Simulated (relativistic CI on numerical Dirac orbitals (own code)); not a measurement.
## Si: q coefficients

Method of calculation: Dirac-Coulomb-Breit CI, separate exchange-only KLI orbitals for each configuration, valence Slater integrals scaled by 0.85, P86 correlation energy added to each configuration, derivatives by finite differences, QED left out (own radial code, finite nucleus).

Configuration list (outside the closed core [Ne]): 3s²3p², 3s3p³, 3s²3p4s, 3s²3p4p, 3s²3p5s, 3s²3p4d, 3s²3p5p, 3s²3p3d. Levels of other configurations are missing.

With x = (α/α₀)² − 1 an excitation energy changes as ω = ω₀ + qx; K = 2q/ω₀ is the relative enhancement. Terms are leading LS components, so labels can repeat.

Lowest level 3s²3p² ³P0.

| Level | ω₀ (cm⁻¹) | q (cm⁻¹) | K |
| --- | --- | --- | --- |
| 3s²3p² ³P1 | 77.0 | 79.23 | 2.06 |
| 3s²3p² ³P2 | 224.2 | 225.4 | 2.01 |
| 3s²3p² ¹D2 | 7379.8 | 151 | 0.0409 |
| 3s²3p² ¹S0 | 17786.1 | 144.6 | 0.0163 |
| 3s3p³ ⁵S°2 | 27634.9 | 575.1 | 0.0416 |
| 3s²3p4s ³P°0 | 40582.9 | -173.2 | -0.00854 |
| 3s²3p4s ³P°1 | 40663.7 | -103.2 | -0.00508 |
| 3s²3p4s ³P°2 | 40861.6 | 106.2 | 0.0052 |
| 3s²3p4s ¹P°1 | 42125.4 | 42.59 | 0.00202 |
| 3s3p³ ³D°1 | 45869.3 | 317.8 | 0.0139 |
| 3s3p³ ³D°2 | 45889.4 | 337.1 | 0.0147 |
| 3s3p³ ³D°3 | 45922.2 | 372.9 | 0.0162 |
| 3s²3p4p ¹P1 | 48290.1 | 5.614 | 0.000233 |

For a near-neutral ion this model can misplace configurations by up to about 10,000 cm⁻¹ (more where the count of f electrons changes) and terms by 10 to 25 % of their spread. Rates follow the energies as ν³ (E1, M1) or ν⁵ (E2), so they and the lifetimes can be off by large factors. The fine structure of a lone outer electron comes out too small, for d and f at times inverted, and misplaced configurations move strength between like terms.
